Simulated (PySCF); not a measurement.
H$_{6}$NSi$_{2}$ (SMILES [SiH3][N][SiH3]), doublet, geometry from GFN2-xTB, with bond 5-1 at 1.3 times its length; R2SCAN/STO-3G (PySCF).

Input for PySCF:
```python
from pyscf import gto, scf, dft

mol = gto.Mole()
mol.atom = '''
    Si    1.66704058   -0.21564473    0.06340929
    N     0.00000000    0.00000000    0.00000000
    Si   -1.66704058    0.21564473   -0.06340929
    H     2.07133989   -1.10699091   -1.03241083
    H     2.51553688    1.48513328   -0.12564743
    H     2.01821156   -0.81474582    1.35821990
    H    -2.29077909   -0.60334976    0.98491125
    H    -2.14890177   -0.20387251   -1.38650896
    H    -1.96960063    1.63631295    0.15780760
'''
mol.basis = 'sto-3g'
mol.spin = 1
mol.verbose = 4
mol.build()

mf = dft.UKS(mol)
mf.xc = 'r2scan'
mf.diis = False
mf.max_cycle = 100
mf.kernel()
mf.analyze()
```

Problem. Write the output that PySCF gives for this input, abridged.

Solution. 
```
PySCF version 2.14.0

[INPUT] verbose = 4
[INPUT] num. atoms = 9
[INPUT] num. electrons = 41
[INPUT] charge = 0
[INPUT] spin (= nelec alpha-beta = 2S) = 1
[INPUT] symmetry False subgroup None
[INPUT] Mole.unit = angstrom
[INPUT] Symbol           X                Y                Z      unit          X                Y                Z       unit  Magmom
[...]
nuclear repulsion = 143.08710450014
number of shells = 19
number of NR pGTOs = 87
number of NR cGTOs = 29
basis = sto-3g
ecp = {}

******** <class 'pyscf.dft.uks.UKS'> ********
method = UKS
initial guess = minao
damping factor = 0
level_shift factor = 0
DIIS disabled
SCF conv_tol = 1e-09
SCF conv_tol_grad = None
SCF max_cycles = 100
direct_scf = True
direct_scf_tol = 1e-13
number electrons alpha = 21  beta = 20
XC library pyscf.dft.libxc version 7.1.2
    S. Lehtola, C. Steigemann, M. J. T. Oliveira, and M. A. L. Marques,  SoftwareX 7, 1–5 (2018)
XC functionals = r2scan
    J. W. Furness, A. D. Kaplan, J. Ning, J. P. Perdew, and J. Sun,  J. Phys. Chem. Lett. 11, 8208–8215 (2020)
    J. W. Furness, A. D. Kaplan, J. Ning, J. P. Perdew, and J. Sun,  J. Phys. Chem. Lett. 11, 9248–9248 (2020)
    J. W. Furness, A. D. Kaplan, J. Ning, J. P. Perdew, and J. Sun,  J. Phys. Chem. Lett. 11, 8208–8215 (2020)
    J. W. Furness, A. D. Kaplan, J. Ning, J. P. Perdew, and J. Sun,  J. Phys. Chem. Lett. 11, 9248–9248 (2020)
radial grids:
    Treutler-Ahlrichs [JCP 102, 346 (1995); DOI:10.1063/1.469408] (M4) radial grids

becke partition: Becke, JCP 88, 2547 (1988); DOI:10.1063/1.454033
pruning grids: <function nwchem_prune>
grids dens level: 3
symmetrized grids: False
atomic radii adjust function: <function treutler_atomic_radii_adjust>
small_rho_cutoff = 0
Set gradient conv threshold to 3.16228e-05
tot grids = 111112
init E= -629.347712706424

cycle= 1 E= -629.464205310662  delta_E= -0.116  |g|= 0.528  |ddm|= 2.42
cycle= 2 E= -627.266409215632  delta_E=  2.2  |g|= 1.58  |ddm|= 3.31
cycle= 3 E= -624.623937109986  delta_E= 2.64  |g|= 1.29  |ddm|= 6.08
cycle= 4 E= -615.115288861491  delta_E= 9.51  |g|= 2.03  |ddm|= 8.48
cycle= 5 E= -616.175987636859  delta_E= -1.06  |g|= 1.63  |ddm|= 9.81
cycle= 6 E= -614.641571915619  delta_E= 1.53  |g|= 1.65  |ddm|= 10.1
cycle= 7 E= -615.867197710286  delta_E= -1.23  |g|= 1.68  |ddm|= 10.2
cycle= 8 E= -614.582184893312  delta_E= 1.29  |g|= 1.68  |ddm|= 10.2
cycle= 9 E= -615.854444115841  delta_E= -1.27  |g|= 1.68  |ddm|= 10.2
cycle= 10 E= -614.577176194267  delta_E= 1.28  |g|= 1.68  |ddm|= 10.2
cycle= 11 E= -615.853582607297  delta_E= -1.28  |g|= 1.68  |ddm|= 10.2
cycle= 12 E= -614.577053868011  delta_E= 1.28  |g|= 1.68  |ddm|= 10.2
cycle= 13 E= -615.853562034762  delta_E= -1.28  |g|= 1.68  |ddm|= 10.2
cycle= 14 E= -614.577048064851  delta_E= 1.28  |g|= 1.68  |ddm|= 10.2
cycle= 15 E= -615.853561024745  delta_E= -1.28  |g|= 1.68  |ddm|= 10.2
cycle= 16 E= -614.577047895955  delta_E= 1.28  |g|= 1.68  |ddm|= 10.2
cycle= 17 E= -615.853560995396  delta_E= -1.28  |g|= 1.68  |ddm|= 10.2
cycle= 18 E= -614.577047888857  delta_E= 1.28  |g|= 1.68  |ddm|= 10.2
cycle= 19 E= -615.853560994139  delta_E= -1.28  |g|= 1.68  |ddm|= 10.2
cycle= 20 E= -614.57704788863  delta_E= 1.28  |g|= 1.68  |ddm|= 10.2
cycle= 21 E= -615.853560994099  delta_E= -1.28  |g|= 1.68  |ddm|= 10.2
cycle= 22 E= -614.57704788862  delta_E= 1.28  |g|= 1.68  |ddm|= 10.2
cycle= 23 E= -615.853560994098  delta_E= -1.28  |g|= 1.68  |ddm|= 10.2
cycle= 24 E= -614.57704788862  delta_E= 1.28  |g|= 1.68  |ddm|= 10.2
cycle= 25 E= -615.853560994098  delta_E= -1.28  |g|= 1.68  |ddm|= 10.2
cycle= 26 E= -614.57704788862  delta_E= 1.28  |g|= 1.68  |ddm|= 10.2
cycle= 27 E= -615.853560994098  delta_E= -1.28  |g|= 1.68  |ddm|= 10.2
cycle= 28 E= -614.57704788862  delta_E= 1.28  |g|= 1.68  |ddm|= 10.2
cycle= 29 E= -615.853560994098  delta_E= -1.28  |g|= 1.68  |ddm|= 10.2
cycle= 30 E= -614.57704788862  delta_E= 1.28  |g|= 1.68  |ddm|= 10.2
cycle= 31 E= -615.853560994098  delta_E= -1.28  |g|= 1.68  |ddm|= 10.2
[...]
cycle= 87 E= -615.853560994099  delta_E= -1.28  |g|= 1.68  |ddm|= 10.2
cycle= 88 E= -614.57704788862  delta_E= 1.28  |g|= 1.68  |ddm|= 10.2
cycle= 89 E= -615.853560994097  delta_E= -1.28  |g|= 1.68  |ddm|= 10.2
cycle= 90 E= -614.57704788862  delta_E= 1.28  |g|= 1.68  |ddm|= 10.2
cycle= 91 E= -615.853560994099  delta_E= -1.28  |g|= 1.68  |ddm|= 10.2
cycle= 92 E= -614.577047888619  delta_E= 1.28  |g|= 1.68  |ddm|= 10.2
cycle= 93 E= -615.853560994098  delta_E= -1.28  |g|= 1.68  |ddm|= 10.2
cycle= 94 E= -614.577047888619  delta_E= 1.28  |g|= 1.68  |ddm|= 10.2
cycle= 95 E= -615.853560994098  delta_E= -1.28  |g|= 1.68  |ddm|= 10.2
cycle= 96 E= -614.57704788862  delta_E= 1.28  |g|= 1.68  |ddm|= 10.2
cycle= 97 E= -615.853560994099  delta_E= -1.28  |g|= 1.68  |ddm|= 10.2
cycle= 98 E= -614.57704788862  delta_E= 1.28  |g|= 1.68  |ddm|= 10.2
cycle= 99 E= -615.853560994099  delta_E= -1.28  |g|= 1.68  |ddm|= 10.2
cycle= 100 E= -614.57704788862  delta_E= 1.28  |g|= 1.68  |ddm|= 10.2
SCF not converged.
SCF energy = -614.57704788862 after 100 cycles  <S^2> = 0.75002738  2S+1 = 2.0000274
**** SCF Summaries ****
Total Energy =                        -614.577047888619745
Nuclear Repulsion Energy =             143.087104500140356
One-electron Energy =                -1140.134608482308749
Two-electron Energy =                  382.470456093548705
Two-electron Coulomb Energy =          434.008419317488972
DFT Exchange-Correlation Energy =      -51.537963223940288
**** MO energy ****
                             alpha | beta                alpha | beta
[...]
To work with the spin densities directly, `use mulliken_meta_spin()` only printing them here.

 ** Mulliken spin pop alpha/beta on meta-lowdin orthogonal AOs **
 ** Mulliken Spin Density (per AO)  **
spin_pop of  0 Si 1s        0.00000
spin_pop of  0 Si 2s        0.00000
spin_pop of  0 Si 3s        0.00010
spin_pop of  0 Si 2px       0.00000
spin_pop of  0 Si 2py       0.00000
spin_pop of  0 Si 2pz       0.00000
spin_pop of  0 Si 3px       0.00008
spin_pop of  0 Si 3py       0.00000
spin_pop of  0 Si 3pz       0.00000
spin_pop of  1 N 1s        0.00000
spin_pop of  1 N 2s        0.00157
spin_pop of  1 N 2px       0.00231
spin_pop of  1 N 2py       0.00001
spin_pop of  1 N 2pz       0.00050
spin_pop of  2 Si 1s       -0.00000
spin_pop of  2 Si 2s       -0.00004
spin_pop of  2 Si 3s        0.04303
spin_pop of  2 Si 2px      -0.00005
spin_pop of  2 Si 2py      -0.00008
spin_pop of  2 Si 2pz       0.00025
spin_pop of  2 Si 3px       0.00871
spin_pop of  2 Si 3py       0.00644
spin_pop of  2 Si 3pz       0.05957
spin_pop of  3 H 1s       -0.00000
spin_pop of  4 H 1s        0.00000
spin_pop of  5 H 1s        0.00000
spin_pop of  6 H 1s        0.00116
spin_pop of  7 H 1s        0.87027
spin_pop of  8 H 1s        0.00617
 ** Mulliken Spin Density (per atom)  **
spin density of  0 Si =      0.00018
spin density of  1 N =      0.00439
spin density of  2 Si =      0.11783
spin density of  3 H =     -0.00000
spin density of  4 H =      0.00000
spin density of  5 H =      0.00000
spin density of  6 H =      0.00116
spin density of  7 H =      0.87027
spin density of  8 H =      0.00617
 ** Mulliken pop alpha/beta on meta-lowdin orthogonal AOs **
 ** Mulliken pop       alpha | beta **
[...]
In total            21.00000 | 20.00000
 ** Mulliken atomic charges   ( Nelec_alpha | Nelec_beta ) **
charge of  0Si =     -3.95759  (     8.97888      8.97870 )
charge of  1N =      3.04372  (     1.98033      1.97595 )
charge of  2Si =      3.55024  (     5.28379      5.16596 )
charge of  3H =     -0.99887  (     0.99943      0.99943 )
charge of  4H =     -0.99968  (     0.99984      0.99984 )
charge of  5H =     -0.99885  (     0.99942      0.99942 )
charge of  6H =      0.99666  (     0.00225      0.00109 )
charge of  7H =      0.12338  (     0.87344      0.00318 )
charge of  8H =     -0.75903  (     0.88260      0.87643 )
Dipole moment(X, Y, Z, Debye): -101.10546, -0.40267,  0.52987
```

Convergence was not reached.
